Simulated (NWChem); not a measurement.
The numbers come from NWChem runs, not from measurements. System: CCl, charge 1, spin multiplicity 1, at the geometry of a parent with another charge or spin, in a state set for the comparison that need not be this species' ground state. Level: BHandHLYP/def2-TZVPD.

Input file:

```
start mol
memory heap 200 mb stack 900 mb global 1100 mb
charge 1
geometry units angstroms nocenter noautoz
  C      0.000000     0.000000     1.238670
  Cl     0.000000     0.000000    -0.437178
  symmetry group C2v
end
basis spherical
  * library def2-tzvpd
end
dft
  xc bhlyp
  semidirect memsize 60000000 filesize 0
  iterations 100
end
task dft energy
```

Part of the output:

```
             Northwest Computational Chemistry Package (NWChem) 7.3.0
             --------------------------------------------------------

                                NWChem Input Module
                                -------------------

 Scaling coordinates for geometry "geometry" by  1.889725989
 (inverse scale =  0.529177249)

 Turning off AUTOSYM since
 SYMMETRY directive was detected!

                             Geometry "geometry" -> ""
                             -------------------------

 Output coordinates in angstroms (scale by  1.889725989 to convert to a.u.)

  No.       Tag          Charge          X              Y              Z
 ---- ---------------- ---------- -------------- -------------- --------------
    1 C                    6.0000     0.00000000     0.00000000     1.23867000
    2 Cl                  17.0000     0.00000000     0.00000000    -0.43717800

 Effective nuclear repulsion energy (a.u.)      32.2082190019

            Nuclear Dipole moment (a.u.)
            ----------------------------
        X                 Y               Z
 ---------------- ---------------- ----------------
     0.0000000000     0.0000000000    -0.0000113384

      Symmetry information
      --------------------

 Group name             C2v
 Group number             16
 Group order               4
 No. of unique centers     2

      Symmetry unique atoms

     1    2


 Summary of "ao basis" -> "" (spherical)
 ------------------------------------------------------------------------------
       Tag                 Description            Shells   Functions and Types
 ---------------- ------------------------------  ------  ---------------------
 *                         def2-tzvpd                 on all atoms

                                 NWChem DFT Module
                                 -----------------

 Summary of "ao basis" -> "ao basis" (spherical)
 ------------------------------------------------------------------------------
       Tag                 Description            Shells   Functions and Types
 ---------------- ------------------------------  ------  ---------------------
 C                         def2-tzvpd               13       37   6s3p3d1f
 Cl                        def2-tzvpd               16       46   6s6p3d1f

 Summary of "ao basis" -> "ao basis" (spherical)
 ------------------------------------------------------------------------------
       Tag                 Description            Shells   Functions and Types
 ---------------- ------------------------------  ------  ---------------------
 C                         def2-tzvpd               13       37   6s3p3d1f
 Cl                        def2-tzvpd               16       46   6s6p3d1f

      Symmetry analysis of basis
      --------------------------

        a1         37
        a2          8
        b1         19
        b2         19

            General Information
            -------------------
          SCF calculation type: DFT
          Wavefunction type:  closed shell.
          No. of atoms     :     2
          No. of electrons :    22
           Alpha electrons :    11
            Beta electrons :    11
          Charge           :     1
          Spin multiplicity:     1
          Use of symmetry is: on ; symmetry adaption is: on
          Maximum number of iterations: 100
          AO basis - number of functions:    83
                     number of shells:    29
          Convergence on energy requested:  1.00D-06
          Convergence on density requested:  1.00D-05
[...]
  Symmetry fudging

 !! scf_movecs_sym_adapt:   38 vectors were symmetry contaminated

 d= 0,ls=0.0,diis     9   -497.7932627425 -5.58D-06  1.21D-05  1.51D-06     1.6

 !! scf_movecs_sym_adapt:   38 vectors were symmetry contaminated

  Symmetry fudging

 !! scf_movecs_sym_adapt:   38 vectors were symmetry contaminated

 d= 0,ls=0.0,diis    10   -497.7932630353 -2.93D-07  5.81D-06  1.74D-07     1.7

         Total DFT energy =     -497.793263035327
      One electron energy =     -741.599880351142
           Coulomb energy =      244.712765537297
    Exchange-Corr. energy =      -33.114367223425
 Nuclear repulsion energy =       32.208219001944

 Numeric. integr. density =       21.999999578182

     Total iterative time =      1.2s

                  Occupations of the irreducible representations
                  ----------------------------------------------

                     irrep           alpha         beta
                     --------     --------     --------
                     a1                7.0          7.0
                     a2                0.0          0.0
                     b1                2.0          2.0
                     b2                2.0          2.0

                       DFT Final Molecular Orbital Analysis
                       ------------------------------------

 Vector    9  Occ=2.000000D+00  E=-7.694754D-01  Symmetry=b2
              MO Center=  1.5D-32,  3.6D-17, -1.4D-01, r^2= 1.3D+00
   Bfn.  Coefficient  Atom+Function         Bfn.  Coefficient  Atom+Function
  ----- ------------  ---------------      ----- ------------  ---------------
    54      0.528564  2 Cl py                57      0.255746  2 Cl py
    51      0.249234  2 Cl py                45     -0.197386  2 Cl py
     8      0.163140  1 C  py                11      0.155918  1 C  py
    48     -0.094489  2 Cl py                22     -0.038157  1 C  d -1
    68      0.031798  2 Cl d -1

 Vector   10  Occ=2.000000D+00  E=-7.694754D-01  Symmetry=b1
              MO Center=  4.0D-16, -2.6D-32, -1.4D-01, r^2= 1.3D+00
   Bfn.  Coefficient  Atom+Function         Bfn.  Coefficient  Atom+Function
  ----- ------------  ---------------      ----- ------------  ---------------
    53      0.528564  2 Cl px                56      0.255746  2 Cl px
    50      0.249234  2 Cl px                44     -0.197386  2 Cl px
     7      0.163140  1 C  px                10      0.155918  1 C  px
    47     -0.094489  2 Cl px                24      0.038157  1 C  d  1
    70     -0.031798  2 Cl d  1

 Vector   11  Occ=2.000000D+00  E=-7.529920D-01  Symmetry=a1
              MO Center= -1.1D-15, -1.2D-15,  1.0D+00, r^2= 1.7D+00
   Bfn.  Coefficient  Atom+Function         Bfn.  Coefficient  Atom+Function
  ----- ------------  ---------------      ----- ------------  ---------------
     4      0.351149  1 C  s                 55     -0.343666  2 Cl pz
     9      0.324646  1 C  pz                 3      0.263578  1 C  s
    12      0.242543  1 C  pz                 5      0.198766  1 C  s
    52     -0.164585  2 Cl pz                58     -0.159280  2 Cl pz
     2     -0.140736  1 C  s                 46      0.129573  2 Cl pz

 Vector   12  Occ=0.000000D+00  E=-4.022963D-01  Symmetry=b1
              MO Center=  3.7D-16,  3.8D-32,  8.3D-01, r^2= 1.7D+00
   Bfn.  Coefficient  Atom+Function         Bfn.  Coefficient  Atom+Function
  ----- ------------  ---------------      ----- ------------  ---------------
     7      0.440582  1 C  px                10      0.423757  1 C  px
    53     -0.273455  2 Cl px                13      0.261883  1 C  px
    56     -0.230332  2 Cl px                50     -0.131565  2 Cl px
    44      0.098096  2 Cl px                70     -0.067935  2 Cl d  1
    65     -0.055089  2 Cl d  1              47      0.046922  2 Cl px

 Vector   13  Occ=0.000000D+00  E=-4.022963D-01  Symmetry=b2
              MO Center= -2.3D-31,  3.0D-15,  8.3D-01, r^2= 1.7D+00
   Bfn.  Coefficient  Atom+Function         Bfn.  Coefficient  Atom+Function
  ----- ------------  ---------------      ----- ------------  ---------------
     8      0.440582  1 C  py                11      0.423757  1 C  py
    54     -0.273455  2 Cl py                14      0.261883  1 C  py
    57     -0.230332  2 Cl py                51     -0.131565  2 Cl py
    45      0.098096  2 Cl py                68      0.067935  2 Cl d -1
    63      0.055089  2 Cl d -1              48      0.046922  2 Cl py

 Vector   14  Occ=0.000000D+00  E=-2.234727D-01  Symmetry=a1
              MO Center=  3.6D-16, -1.5D-15, -5.0D-02, r^2= 2.8D+00
   Bfn.  Coefficient  Atom+Function         Bfn.  Coefficient  Atom+Function
  ----- ------------  ---------------      ----- ------------  ---------------
    58      0.436679  2 Cl pz                 4     -0.356148  1 C  s
     9      0.353808  1 C  pz                12      0.354325  1 C  pz
    55      0.347876  2 Cl pz                42      0.323865  2 Cl s
    15      0.210660  1 C  pz                41      0.208571  2 Cl s
     3     -0.185420  1 C  s                 69     -0.166329  2 Cl d  0

 center of mass
 --------------
 x =   0.00000000 y =   0.00000000 z =  -0.01704182

 moments of inertia (a.u.)
 ------------------
          89.602389536507           0.000000000000           0.000000000000
           0.000000000000          89.602389536507           0.000000000000
           0.000000000000           0.000000000000           0.000000000000

     Multipole analysis of the density
     ---------------------------------

     L   x y z        total         alpha         beta         nuclear
     -   - - -        -----         -----         ----         -------
     0   0 0 0      1.000000    -11.000000    -11.000000     23.000000

     1   1 0 0     -0.000000     -0.000000     -0.000000      0.000000
     1   0 1 0     -0.000000     -0.000000     -0.000000      0.000000
     1   0 0 1      0.348184      0.174098      0.174098     -0.000011

     2   2 0 0    -11.149033     -5.574517     -5.574517      0.000000
     2   1 1 0     -0.000000     -0.000000     -0.000000      0.000000
     2   1 0 1     -0.000000     -0.000000     -0.000000      0.000000
     2   0 2 0    -11.149033     -5.574517     -5.574517      0.000000
     2   0 1 1     -0.000000     -0.000000     -0.000000      0.000000
     2   0 0 2     -8.236862    -26.357124    -26.357124     44.477386

 Task  times  cpu:        1.7s     wall:        1.7s

 Total times  cpu:        1.7s     wall:        1.7s
```
